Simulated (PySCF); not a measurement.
H₆Se, SMILES [SeH6].

The structure is a stationary point at B3LYP-D3(BJ)/def2-TZVP.

Two levels are set side by side: TDA-PBE/def2-TZVPD (PySCF) and TDA-ωB97X/def2-TZVPD (PySCF). Vertical, same geometry. The lowest singlet is HOMO→LUMO 98 % with PBE and HOMO→LUMO 95 % with the other functional; states are paired by order. Differences are taken from unrounded values.

| quantity | TDA-ωB97X |
|---|---|
| lowest singlet excitation (eV) | 4.45 |
| lowest triplet excitation (TDA) (eV) | 3.55 |
| first bright state (f over 0.05) (eV) | 6.92 |
| its oscillator strength | 0.24 |

Problem. What does TDA-PBE give, and how far is it from TDA-ωB97X? (The exact figures need the calculation; the answer reports its results.)

Solution. 
```
quantity                               TDA-PBE  TDA-PBE minus TDA-ωB97X
-------------------------------------  -------  -----------------------
lowest singlet excitation (eV)            3.87                    -0.57
lowest triplet excitation (TDA) (eV)      2.83                    -0.72
first bright state (f over 0.05) (eV)     6.03                    -0.89
its oscillator strength                   0.17                    -0.07
```

A lower first singlet is the usual sign of a functional without exact exchange. Differences between two approximate levels are no errors against the true value.

Rough cost on one machine, each run with all the roots and properties that it gave: TDA-ωB97X against TDA-PBE about 2 times.
